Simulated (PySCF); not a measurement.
## Calculated data, BGeH$_{4}$OSi, BGeH$_{3}$O, BClGeHO, BGeH$_{3}$OSi

Calculation on a computer-drawn molecule: the log of a Hartree-Fock and frozen-core CCSD(T) single point meant for a local Hartree-Fock minimum, with one planted fault or none, to be diagnosed. Offsets are logged minus clean, where the clean run is the same molecule without the fault. The reference is restricted for singlets and unrestricted otherwise, and also for a bond in bohr or an excited solution. Adding or removing an electron swaps singlet and doublet. The excited solution moves the top pair (singlet) or top alpha electron (doublet) to the lowest empty orbital. Highest occupied and lowest empty are orbital energies over both spins, largest force is the largest gradient component, triples share is (T) over the correlation energy, the T1 limit is 0.02 restricted and 0.045 unrestricted, electrons count all cores, a negative frequency is imaginary (commonest isotopes), and the dipole is about the centre of nuclear charge; on germanium a core potential holds 10 electrons, which the energies leave out, and 3d is frozen in MP2 and coupled-cluster steps. Program: PySCF 2.14.0.

Common to all runs: meant charge 0; meant basis and core potential on germanium cc-pVDZ-PP ECP10MDF; logged SCF converged yes; logged CC converged yes; logged SCF stable within its kind yes; possible faults no fault, one electron removed, one electron added, multiplicity raised by two, geometry at a saddle point, SCF held on an excited solution, minimal basis STO-3G, one bond length entered in bohr, all coordinates scaled.

```json
{"entry": 1, "formula": "BGeH4OSi", "logged_structure": {"atoms_angstrom": [["O", -1.4124, -0.9767, -1.1597], ["B", -0.7506, -0.5042, -0.2951], ["Ge", 0.3632, 0.3134, 1.242], ["Si", -0.9079, 0.424, 3.2761], ["H", 0.7935, 1.7095, 0.7933], ["H", 1.5994, -0.5672, 1.4202], ["H", -2.091, 1.3032, 3.1354], ["H", -1.3143, -0.9215, 3.742]]}, "given": {"meant_multiplicity": 2, "meant_basis": "cc-pV(D+d)Z", "logged_electrons": 63, "logged_basis_functions": 94, "logged_spin_squared": 3.7829, "logged_highest_occupied [eV]": -6.1956, "logged_lowest_empty [eV]": -0.70857, "logged_largest_force [hartree/bohr]": 0.22038, "logged_T1_diagnostic": 0.018082, "logged_D1_diagnostic": 0.055606, "logged_triples_share": 0.027875, "logged_dipole_magnitude [debye]": 0.35803, "logged_energy_HF [hartree]": -684.0032, "logged_energy_CCSD(T) [hartree]": -684.44457, "drawn_bonds_atom": [1, 2, 3, 3, 3, 4, 4], "drawn_bonds_other_atom": [2, 3, 4, 5, 6, 7, 8], "drawn_bonds_order": [2, 1, 1, 1, 1, 1, 1]}, "results": {"planted_fault": "multiplicity raised by two", "HF_energy_offset_from_clean_run [kcal/mol]": 131.4, "CCSD(T)_energy_offset_from_clean_run [kcal/mol]": 165.6}}
{"entry": 2, "formula": "BGeH3O", "logged_structure": {"atoms_angstrom": [["O", -0.9426, 0.5884, -0.2358], ["B", 0.1755, 0.1686, -0.3968], ["Ge", 2.1218, -0.5625, -0.6774], ["H", 2.0741, -1.6796, -1.7497], ["H", 2.6309, -1.1263, 0.6727], ["H", 3.0192, 0.608, -1.1512]]}, "given": {"meant_multiplicity": 1, "meant_basis": "cc-pVDZ", "logged_electrons": 48, "logged_basis_functions": 66, "logged_spin_squared": 0.0, "logged_highest_occupied [eV]": -13.335, "logged_lowest_empty [eV]": 2.8046, "logged_largest_force [hartree/bohr]": 0.033316, "logged_T1_diagnostic": 0.019461, "logged_D1_diagnostic": 0.049852, "logged_triples_share": 0.032025, "logged_dipole_magnitude [debye]": 3.7434, "logged_energy_HF [hartree]": -394.71809, "logged_energy_CCSD(T) [hartree]": -395.12059, "drawn_bonds_atom": [1, 2, 3, 3, 3], "drawn_bonds_other_atom": [2, 3, 4, 5, 6], "drawn_bonds_order": [2, 1, 1, 1, 1]}, "results": {"planted_fault": "all coordinates scaled, by +1.6 %", "HF_energy_offset_from_clean_run [kcal/mol]": 0.9724, "CCSD(T)_energy_offset_from_clean_run [kcal/mol]": -0.6404}}
{"entry": 3, "formula": "BClGeHO", "logged_structure": {"atoms_angstrom": [["O", -0.0834, -1.5251, 1.6615], ["B", -0.2976, -0.8658, 0.7008], ["Ge", -0.6922, 0.1732, -1.0362], ["Cl", -2.0908, 1.7542, -0.5559], ["H", 0.5604, 0.8116, -1.63]]}, "given": {"meant_multiplicity": 2, "meant_basis": "cc-pV(D+d)Z", "logged_electrons": 62, "logged_basis_functions": 79, "logged_spin_squared": 0.0, "logged_highest_occupied [eV]": -18.686, "logged_lowest_empty [eV]": -8.5146, "logged_largest_force [hartree/bohr]": 0.060472, "logged_T1_diagnostic": 0.027078, "logged_D1_diagnostic": 0.093859, "logged_triples_share": 0.037586, "logged_dipole_magnitude [debye]": 5.1498, "logged_energy_HF [hartree]": -852.73891, "logged_energy_CCSD(T) [hartree]": -853.26229, "drawn_bonds_atom": [1, 2, 3, 3], "drawn_bonds_other_atom": [2, 3, 4, 5], "drawn_bonds_order": [2, 1, 1, 1]}, "results": {"planted_fault": "one electron removed", "HF_energy_offset_from_clean_run [kcal/mol]": 216.3, "CCSD(T)_energy_offset_from_clean_run [kcal/mol]": 209.2}, "notes": ["T1 above single-reference limit"]}
{"entry": 4, "formula": "BGeH3OSi", "logged_structure": {"atoms_angstrom": [["O", -1.9704, -1.8704, -0.2132], ["B", -1.5506, -0.8201, -0.58], ["Ge", -0.8909, 1.0702, -1.2937], ["Si", 1.2412, 0.908, -0.0256], ["H", 0.9523, 0.7993, 1.4246], ["H", 1.9997, -0.2843, -0.4743], ["H", 2.0609, 2.1186, -0.2643]]}, "given": {"meant_multiplicity": 1, "meant_basis": "cc-pV(D+d)Z", "logged_electrons": 63, "logged_basis_functions": 89, "logged_spin_squared": 0.7622, "logged_highest_occupied [eV]": -2.4328, "logged_lowest_empty [eV]": 6.0045, "logged_largest_force [hartree/bohr]": 0.028926, "logged_T1_diagnostic": 0.018567, "logged_D1_diagnostic": 0.048486, "logged_triples_share": 0.033271, "logged_dipole_magnitude [debye]": 2.6274, "logged_energy_HF [hartree]": -683.69554, "logged_energy_CCSD(T) [hartree]": -684.19274, "drawn_bonds_atom": [1, 2, 3, 4, 4, 4], "drawn_bonds_other_atom": [2, 3, 4, 5, 6, 7], "drawn_bonds_order": [2, 1, 1, 1, 1, 1]}, "results": {"planted_fault": "one electron added", "HF_energy_offset_from_clean_run [kcal/mol]": -38.08, "CCSD(T)_energy_offset_from_clean_run [kcal/mol]": -42.03}}
{"entry": 5, "formula": "BGeH3OSi", "logged_structure": {"atoms_angstrom": [["O", 1.2891, -3.1152, -2.9], ["Si", 1.8317, -2.0521, -1.9865], ["B", 0.8749, -0.344, -1.5136], ["Ge", -0.7191, -0.1241, -0.194], ["H", 3.1392, -2.1817, -1.2975], ["H", 1.2535, 0.6613, -2.058], ["H", 0.3312, 0.0932, 0.9784]]}, "given": {"meant_multiplicity": 1, "meant_basis": "cc-pV(D+d)Z", "logged_electrons": 62, "logged_basis_functions": 89, "logged_spin_squared": 2.0323, "logged_highest_occupied [eV]": -8.0944, "logged_lowest_empty [eV]": -0.87159, "logged_largest_force [hartree/bohr]": 0.023833, "logged_T1_diagnostic": 0.027789, "logged_D1_diagnostic": 0.086954, "logged_triples_share": 0.034499, "logged_dipole_magnitude [debye]": 4.0213, "logged_energy_HF [hartree]": -683.49949, "logged_energy_CCSD(T) [hartree]": -683.97283, "drawn_bonds_atom": [1, 2, 3, 2, 3, 4], "drawn_bonds_other_atom": [2, 3, 4, 5, 6, 7], "drawn_bonds_order": [2, 1, 1, 1, 1, 1]}, "results": {"planted_fault": "multiplicity raised by two", "HF_energy_offset_from_clean_run [kcal/mol]": 23.34, "CCSD(T)_energy_offset_from_clean_run [kcal/mol]": 34.76}}
```
